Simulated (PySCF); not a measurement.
CaCl from Hartree–Fock to correlated methods

State: ²Σ⁺ (doublet), unpaired electrons σ ↑. Set-up: PySCF, spin-free X2C with a Gaussian nucleus, basis sets Ca x2c-TZVPPall, Cl x2c-TZVPPall. De refers to Ca + Cl in their high-spin ground configurations, without counterpoise correction. The functionals are run spin-unrestricted. A positive dipole means Ca(−)Cl(+).

| Level | Re (Å) | ωe (cm⁻¹) | De (eV) | μ (D) |
| --- | --- | --- | --- | --- |
| UHF | 2.503 | 357 | 3.59 | -4.19 |
| UHF-MP2 | 2.469 | 365 | 4.10 | n/a |
| UHF-SCS-MP2 | 2.478 | 362 | 3.93 | n/a |
| UHF-CCSD | 2.478 | 363 | 3.78 | n/a |
| UHF-CCSD(T) | 2.474 | 364 | 3.83 | n/a |
| PBE | 2.425 | 369 | 4.38 | -3.79 |
| r²SCAN | 2.430 | 374 | 4.63 | -4.01 |
| B3LYP | 2.444 | 365 | 4.13 | -4.24 |
| PBE0 | 2.430 | 372 | 4.30 | -3.93 |
| r²SCAN0 | 2.435 | 374 | 4.45 | -4.16 |
| M06-2X | 2.454 | 367 | 4.11 | -4.59 |
| LC-ωPBE | 2.436 | 373 | 4.42 | -3.71 |

The bond length runs from 2.425 Å (PBE) to 2.503 Å (UHF). De spans 3.59 eV (UHF, mean field) to 4.63 eV (r²SCAN, meta-GGA). Correlation at CCSD(T) changes the Hartree–Fock bond energy by +0.24 eV; the triples alone change it by +0.05 eV.

Correlated steps freeze 10 core orbitals. The state is the lowest determinant that a PBE0 search found; another state may lie lower at other levels.

The whole job (state search and all levels along the bond) took about 9.4 min on 1 thread of Arm Neoverse V1 (shared host), peak memory 1.7 GiB.
